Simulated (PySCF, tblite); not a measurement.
Species: C6H10ClNSi.
Geometry (GFN2-xTB, Å), atoms numbered from 1 in this order:
```
atom  x, y, z in Å
C1    -2.606    1.285    0.331
C2    -2.158    0.040    0.411
Si3   -0.966   -0.736   -0.819
C4     0.782   -0.707    0.003
C5     1.877   -1.253   -0.893
Cl6    0.646   -1.798    1.445
C7     1.158    0.675    0.541
C8     1.237    1.635   -0.528
N9     1.302    2.393   -1.381
H10   -3.282    1.707    1.059
H11   -2.314    1.940   -0.474
H12   -2.487   -0.574    1.242
H13   -0.887    0.040   -2.056
H14   -1.286   -2.143   -1.060
H15    1.989   -0.602   -1.758
H16    2.831   -1.302   -0.368
H17    1.625   -2.252   -1.242
H18    2.127    0.642    1.051
H19    0.404    1.019    1.255
```

Method: PBE0/pcSseg-1 in PySCF (dipole) on a GFN2-xTB geometry, gas phase.

Masses are those of the commonest isotopes; rigid-rotor values at the optimised geometry. The values belong to one conformer with, in the numbering `[CH2:1]=[CH:2][SiH2:3][C@:4]([CH3:5])([Cl:6])[CH2:7][C:8]#[N:9]`, C1–C2–Si3–C4 101°, C2–Si3–C4–C5 -178°, Si3–C4–C7–C8 -63°.

Question: What are A, B and C (MHz)?

Answer: Ia = 424.05, Ib = 465.29, Ic = 685.54 u·Å²; 505379 MHz·u·Å²/I gives A = 1192, B = 1086, C = 737.2 MHz.

Question: What kind of rotor is it?

Answer: An asymmetric top. Ray's parameter κ = (2B − A − C)/(A − C) = 0.535; −1 is the prolate and +1 the oblate limit.

Question: Is it planar, by Δ = Ic − Ia − Ib?

Answer: Not planar: Δ = Ic − Ia − Ib = -203.80 u·Å². For a rigid frame Δ = −2 Σ m c², so Σ m c² = 101.90 u·Å² lies off the ab plane: 20.93 from hydrogen and 80.98 from heavier atoms. The atom farthest from that plane is 2.01 Å away.

Question: Give the other two planar moments, Paa and Pbb, and the rms extents of the mass along the axes.

Answer: Paa = Σ m a² = (Ib + Ic − Ia)/2 = 363.38 and Pbb = Σ m b² = (Ia + Ic − Ib)/2 = 322.15 u·Å². With the mass M = 159.03 u, the rms extents √(P/M) along a, b and c are 1.51, 1.42, 0.80 Å.

Question: Where do the levels up to J = 2 lie, in cm⁻¹?

Answer: Above 0(0,0):
J = 1: 1(0,1) 0.0608, 1(1,1) 0.0643, 1(1,0) 0.0760
J = 2: 2(0,2) 0.1737, 2(1,2) 0.1743, 2(1,1) 0.2093, 2(2,1) 0.2198, 2(2,0) 0.2286
Those of J = 1 are B + C, A + C and A + B.

Question: Predict some low-J microwave lines.

Answer: The dipole components are |μa| = 1.04 D, |μb| = 1.40 D, |μc| = 0.45 D. The squared components, which scale the intensities, stand as 0.55 : 1.00 : 0.10 (a : b : c). Some lines, for components of 0.1 D or more:

| type | branch | J(Ka,Kc) | MHz | lower level (cm⁻¹) |
| --- | --- | --- | --- | --- |
| c | Q | 2(2,1) ← 2(1,1) | 317 | 0.209 |
| a | Q | 1(1,0) ← 1(1,1) | 349 | 0.064 |
| b | Q | 2(2,0) ← 2(1,1) | 581 | 0.209 |
| c | Q | 3(3,1) ← 3(2,1) | 631 | 0.432 |
| b | Q | 3(3,0) ← 3(2,1) | 802 | 0.432 |
| a | Q | 3(2,1) ← 3(2,2) | 903 | 0.402 |
| a | Q | 2(1,1) ← 2(1,2) | 1047 | 0.174 |
| a | R | 1(0,1) ← 0(0,0) | 1823 | 0.000 |
| b | R | 1(1,1) ← 0(0,0) | 1929 | 0.000 |
| b | Q | 3(2,2) ← 3(1,3) | 2021 | 0.335 |
| c | R | 1(1,0) ← 0(0,0) | 2278 | 0.000 |
| a | R | 2(0,2) ← 1(0,1) | 3383 | 0.061 |
| b | R | 2(1,2) ← 1(0,1) | 3403 | 0.061 |
| c | R | 2(2,0) ← 1(1,0) | 4576 | 0.076 |
| c | R | 2(2,1) ← 1(1,1) | 4662 | 0.064 |
| a | R | 3(0,3) ← 2(0,2) | 4831 | 0.174 |
| b | R | 2(2,0) ← 1(1,1) | 4925 | 0.064 |
| a | R | 3(2,1) ← 2(2,0) | 6109 | 0.229 |
| c | R | 3(2,1) ← 2(1,1) | 6690 | 0.209 |
| c | R | 3(3,1) ← 2(2,1) | 7004 | 0.220 |
| b | R | 3(3,0) ← 2(2,1) | 7175 | 0.220 |

Question: Estimate the classical rotational partition function at 10 K, 100 K and 298.15 K.

Answer: Point group C1, symmetry number σ = 1; q = (√π/σ)·√((kT/h)³/(ABC)), k/h = 20836.6 MHz/K: 5460 at 10 K, 173000 at 100 K, 888000 at 298.15 K.

Its GFN2-xTB frequencies are all real (lowest 23 cm⁻¹). Zero-point vibration and centrifugal distortion are left out. A rigid rotor knows nothing of internal rotation, which can split or shift real lines. Quadrupole hyperfine structure (14N, 35Cl) is left out.
